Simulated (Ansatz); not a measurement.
Basis-set series for C3H10Cl2FNO2Si2, SMILES `CO[SiH](F)N(C)[Si](Cl)(Cl)OC`. The species carries charge 0 and has multiplicity 1. All single points use the PBE0-D4/def2-TZVP geometry. It is one conformer, not always the lowest.

```csv
functional,basis,functions,energy (Eh),HOMO (eV),LUMO (eV)
PBE0-D4,def2-SVP,220,-1923.28144,-7.78,1.40
PBE0-D4,def2-TZVPP,525,-1924.32639,-7.89,0.90
ωB97M-V,def2-SVP,220,-1924.04101,-10.08,3.31
ωB97M-V,def2-TZVPP,525,-1925.09657,-10.21,2.52
```

(1) Give the rows for def2-QZVPP. (Estimate.)

## Answers

(1) Computed: 
```json
{"functional": "PBE0-D4", "basis": "def2-QZVPP", "functions": "979", "energy (Eh)": "-1924.39817", "HOMO (eV)": "-7.92", "LUMO (eV)": "0.50"}
{"functional": "ωB97M-V", "basis": "def2-QZVPP", "functions": "979", "energy (Eh)": "-1925.16433", "HOMO (eV)": "-10.25", "LUMO (eV)": "1.69"}
```

Positive LUMOs are unbound and depend on the basis.
